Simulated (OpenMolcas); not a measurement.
# Fe VI: Racah parameters, worked from levels

```yaml
Program: OpenMolcas
Basis: ANO-RCC-VQZP [7s6p4d3f2g1h]
Scalar_Hamiltonian: DKH2, point nucleus
Active_space: 3 electrons in 10 orbitals (3d 4d)
State_averaging: 2S+1 = 4 even, 10 roots; 2S+1 = 2 even, 40 roots
Spin-orbit_coupling: state interaction with AMFI integrals over the reference wave functions, term energies averaged over their components
```

Methods: CASSCF; MS-CASPT2, IPEA 0.25 Eh, imaginary shift 0.1 Eh (closed shells correlated: 3s 3p). Measured levels: Corliss and Sugar, J. Phys. Chem. Ref. Data 11, 135 (1982).

**Racah parameters.** Above 4F, d3 has 4P at 15B, 2G at 4B + 3C and 2H at 9B + 3C. The first two fix B and C, and the third tests them; where it misses by thousands of cm-1, two parameters do not describe the configuration (Trees and configuration-interaction terms are left out) and B and C hang on the terms chosen. Term energies are centres of gravity, weighted by 2J + 1.

| Source | 4P | 2G | B | C | C/B | 2H from B, C | 2H found |
| --- | --- | --- | --- | --- | --- | --- | --- |
| CASSCF | 22092 | 22545 | 1473 | 5551 | 3.77 | 29910 | 29964 |
| MS-CASPT2 | 18729 | 20024 | 1249 | 5010 | 4.01 | 26271 | 28267 |
| measured | 18079 | 19841 | 1205 | 5007 | 4.16 | 25866 | 27822 |

Energies in cm-1. From CASSCF to MS-CASPT2, B changes by -15.2 % and C by -9.7 %. Against the measured terms, MS-CASPT2 has B off by +3.7 % and C by +0.1 %.

CASPT2 breaks the degeneracy within a term, and the mean is taken; among the terms shown or strongly mixed into the levels shown the widest spread is 820 cm-1 (3d3 4F, MS-CASPT2). Active for correlation alone: 4d; no level in the range computed is led by a configuration that fills it, so any true level of that kind is missing. Without dynamic correlation excited terms often stand tens of per cent too high (terms of higher spin than the ground term too low), and those without a measured partner can miss by more than the paired ones (holds for CASSCF). Measured partners are found by configuration, term and J. A level has none where our copy of the source lacks it or the pairing is in doubt (some pairs that miss far off the trend of their configuration count as doubtful), and it then counts in no deviation. Only configurations of the active space appear.
